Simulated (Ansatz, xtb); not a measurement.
**Relative energy of two isomers of C7H4FN**

We compare X, `N#Cc1ccccc1F`, a singlet, with Y, `C#Cc1ccc(F)nc1`, a singlet. Both are isolated molecules in the gas phase, relaxed with B3LYP/def2-SVP.

**Question.** Estimate E(Y) − E(X) at the level CCSD(T)/def2-SVP + ΔMP2/def2-TZVPP.

**Answer.** Calculated at CCSD(T)/def2-SVP + ΔMP2/def2-TZVPP: E(Y) − E(X) = +1.430 eV, so structure X lies lower.

The same difference at several levels:

```json
{"level": "GFN2-xTB", "geometry": "GFN2-xTB", "E(Y) − E(X) (eV)": "+0.667", "departure from the last row (eV)": "−0.763", "job, with rough time for the two": "optimisation, 0.1 s"}
{"level": "HF/STO-3G", "geometry": "GFN2-xTB", "E(Y) − E(X) (eV)": "+2.009", "departure from the last row (eV)": "+0.579", "job, with rough time for the two": "single point, 0.26 s"}
{"level": "r2SCAN-D4/def2-SVP", "geometry": "GFN2-xTB", "E(Y) − E(X) (eV)": "+1.369", "departure from the last row (eV)": "−0.061", "job, with rough time for the two": "single point, 1.4 s"}
{"level": "B3LYP/def2-SVP", "geometry": "B3LYP/def2-SVP", "E(Y) − E(X) (eV)": "+1.365", "departure from the last row (eV)": "−0.065", "job, with rough time for the two": "optimisation, 12 s"}
{"level": "HF/def2-SVP", "geometry": "B3LYP/def2-SVP", "E(Y) − E(X) (eV)": "+1.467", "departure from the last row (eV)": "+0.037", "job, with rough time for the two": "part of the CCSD(T) run"}
{"level": "MP2/def2-SVP", "geometry": "B3LYP/def2-SVP", "E(Y) − E(X) (eV)": "+1.564", "departure from the last row (eV)": "+0.134", "job, with rough time for the two": "part of the CCSD(T) run"}
{"level": "CCSD(T)/def2-SVP", "geometry": "B3LYP/def2-SVP", "E(Y) − E(X) (eV)": "+1.518", "departure from the last row (eV)": "+0.087", "job, with rough time for the two": "single point"}
{"level": "CCSD(T)/def2-SVP + ΔMP2/def2-TZVPP", "geometry": "B3LYP/def2-SVP", "E(Y) − E(X) (eV)": "+1.430", "departure from the last row (eV)": "", "job, with rough time for the two": "single point, 33 s"}
```

As drawn, Y has 1 C≡C, 2 C∷N in place of 1 C≡N, 2 C∷C (∷ is an aromatic bond).

The levels shown agree on the order. The largest departure from CCSD(T)/def2-SVP + ΔMP2/def2-TZVPP is that of GFN2-xTB, 0.763 eV. The last row adds to CCSD(T) the change of the MP2 difference between the two basis sets, here −0.087 eV.

With thermal terms from frequencies at re-optimised GFN2-xTB minima (ideal gas, soft modes damped towards free rotors, one conformer each, 298.15 K, 1 atm): the zero-point term adds −0.049 eV; ΔH is +1.389 and ΔG +1.375 eV.

The correlated steps freeze 9 core orbitals. Programs: Ansatz 0.2.0, xtb 6.7.1; the last row on 4 threads of AMD EPYC 9R45 96-Core Processor (Zen 5) on a shared host.
